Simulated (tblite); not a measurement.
Compound: C6H8NS (doublet state).
Geometry (GFN2-xTB, Å), atoms numbered from 1 in this order:
```xyz
16
C6H8NS angstrom
N     -2.4973   -0.1964    0.3100
C     -1.1526    0.0875    0.1942
C     -0.6616    1.3553    0.3021
C      0.6988    1.6333    0.1058
C      1.5889    0.6035   -0.2070
C      1.1562   -0.6824   -0.3296
S      2.2341   -2.0221   -0.7224
C     -0.2735   -1.0798   -0.1435
H     -2.7437   -1.1420    0.5557
H     -3.0653    0.5147    0.7425
H     -1.3372    2.1636    0.5451
H      1.0596    2.6438    0.2000
H      2.6352    0.8352   -0.3520
H      3.3454   -1.2943   -0.8032
H     -0.3465   -1.8436    0.6490
H     -0.6481   -1.5670   -1.0579
```

Method: GFN2-xTB as coded in tblite; computed harmonic values from a numerical Hessian at the method's own geometry, unscaled. The method is semi-empirical: single wavenumbers can be off by several per cent or more. Modes of hydrogen on sulfur can be 10 to 20 % off. One conformer, not necessarily the lowest. Open shells enter through the occupations alone, without spin polarisation, and single modes of such species can be off by tens of per cent.

Harmonic wavenumbers (cm⁻¹): 75.2, 184.9, 221.0, 222.3, 305.7, 349.5, 377.8, 388.3, 438.0, 472.6, 488.6, 559.4, 663.0, 721.3, 835.4, 837.5, 860.6, 865.1, 924.1, 934.0, 1017.6, 1050.4, 1103.3, 1145.6, 1167.8, 1273.3, 1279.0, 1342.7, 1359.1, 1414.6, 1446.0, 1490.8, 1518.6, 1610.3, 2434.3, 2798.4, 2857.1, 3061.3, 3066.6, 3111.5, 3444.2, 3502.0.

A = 3323, B = 1185, C = 878.7 MHz; mass 126.038 u (most abundant isotopes); point group C1, symmetry number 1; spin multiplicity 2.

Problem. What is the zero-point energy?

Solution. ½Σν̃ = 26609 cm⁻¹ = 76.08 kcal/mol.

Problem. Give the ideal-gas entropy at 400 K and 1 bar in the rigid-rotor, harmonic-oscillator model (classical rotation).

Solution. Translation 41.89, rotation 29.80, vibration 28.55, spin (R ln 2) 1.38: S = 101.6 cal/(mol K).

Problem. And Cp and H(400 K) − H(0)?

Solution. Cp = 42.83 cal/(mol K), of which vibrations give 34.88 (their classical limit is 42 R = 83.5); H(400 K) − H(0) = 9.79 kcal/mol without the zero-point energy, 6.61 from vibrations.

Problem. Blend soft modes into free rotors: weight 1/[1 + (100 cm⁻¹/ν̃)⁴] for the oscillator and the rest for a rotor with moment μB/(μ + B), μ = h/(8π²ν), B = 10⁻⁴⁴ kg m². What vibrational entropy results?

Solution. 27.65 cal/(mol K) in place of 28.55, which changes −T·S at 400 K by +0.36 kcal/mol.

Problem. Which modes carry the vibrational entropy at 400 K?

Solution. 75.2 cm⁻¹: 4.59; 184.9 cm⁻¹: 2.83; 221.0 cm⁻¹: 2.49; 222.3 cm⁻¹: 2.48; 305.7 cm⁻¹: 1.90; 349.5 cm⁻¹: 1.66 cal/(mol K); the other 36 give 12.59 together.

Problem. What must be added to the electronic energy to get the Gibbs energy at 400 K and 1 bar?

Solution. ZPE + [H(400 K) − H(0)] − T·S = 76.08 + 9.79 − 40.65 = 45.22 kcal/mol.

Problem. How do the functions run with temperature in this model?

Solution. 
| T (K) | S (cal/(mol K)) | Cp (cal/(mol K)) | H − H(0) (kcal/mol) | G − H(0) (kcal/mol) | ln q(vib) |
| --- | --- | --- | --- | --- | --- |
| 50 | 57.5 | 9.9 | 0.43 | -2.44 | 0.13 |
| 100 | 65.6 | 14.4 | 1.03 | -5.53 | 0.60 |
| 298.15 | 90.4 | 34.0 | 5.87 | -21.07 | 3.97 |
| 373.15 | 98.7 | 40.6 | 8.67 | -28.16 | 5.49 |
| 500 | 112.0 | 50.0 | 14.45 | -41.54 | 8.14 |
| 750 | 134.8 | 62.5 | 28.63 | -72.47 | 13.34 |
| 1000 | 153.9 | 70.3 | 45.30 | -108.63 | 18.23 |

q(vib) and H(0) count from the zero-point level.

Hindered rotation and anharmonicity are outside this model. Other conformers, if any are populated, would add a mixing term that is left out. The structure is chiral; the term R ln 2 for an equal mix with its mirror image is left out.
